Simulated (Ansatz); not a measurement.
**Question.** Predict a relaxed structure of (NMe2)2Sn(OSiH2)2O (C₄H₁₆N₂O₃Si₂Sn), charge 0, singlet, at r2SCAN-D4/def2-SVP (Ansatz).

**Answer.** 
```xyz
28

Sn   -0.002   -0.030    0.022
N     1.095    0.886   -1.395
C     2.461    0.462   -1.626
C     0.425    1.436   -2.556
N    -1.536    1.179    0.510
C    -1.258    2.560    0.848
C    -2.707    0.619    1.155
O    -0.878   -1.779   -0.374
Si   -0.522   -3.283    0.218
O     0.794   -3.195    1.233
Si    1.669   -2.033    2.042
O     1.340   -0.539    1.408
H     2.897    0.058   -0.699
H     3.077    1.328   -1.936
H     2.552   -0.309   -2.421
H     0.958    2.341   -2.908
H     0.377    0.730   -3.412
H    -0.605    1.735   -2.303
H    -0.360    2.915    0.317
H    -2.104    3.204    0.537
H    -1.102    2.724    1.935
H    -3.611    1.178    0.846
H    -2.844   -0.431    0.852
H    -2.657    0.659    2.264
H    -1.691   -3.800    0.986
H    -0.184   -4.209   -0.898
H     1.298   -2.066    3.485
H     3.116   -2.340    1.870
```
 This is one stationary point.

In the def2 sets Sn takes a core potential; there is no spin–orbit coupling.
